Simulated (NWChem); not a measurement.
# C₂H₄GeO; SMILES C1[O][GeH2][CH]=1

```xyz
8

C      0.0017    -1.6078     0.0000
C      1.1275    -0.8577     0.0000
Ge    -0.0426     0.6641     0.0000
O     -1.1327    -0.8697     0.0000
H     -0.1197    -2.6997     0.0000
H      2.1732    -1.1541     0.0000
H     -0.2833     1.4952    -1.2705
H     -0.2833     1.4952     1.2705
```
Atoms are numbered in this order, from 1.

Geometry: optimised at PBE0/def2-SVP.

Question: Give the principal values of the shielding tensors (ppm) of C1, C2, Ge3, O4 from BHandHLYP/pcSseg-1, GIAO (NWChem), with their diamagnetic and paramagnetic parts as GIAO splits them.

Answer: 
```csv
atom,σ11,σ22,σ33,isotropic,diamagnetic,paramagnetic
C1,-114.7,32.8,85.1,1.1,251.5,-250.5
C2,-15.2,131.5,140.4,85.6,253.2,-167.7
Ge3,1145.8,1311.8,1488.8,1315.5,2755.3,-1439.8
O4,70.0,215.5,272.6,186.0,395.0,-209.0
```
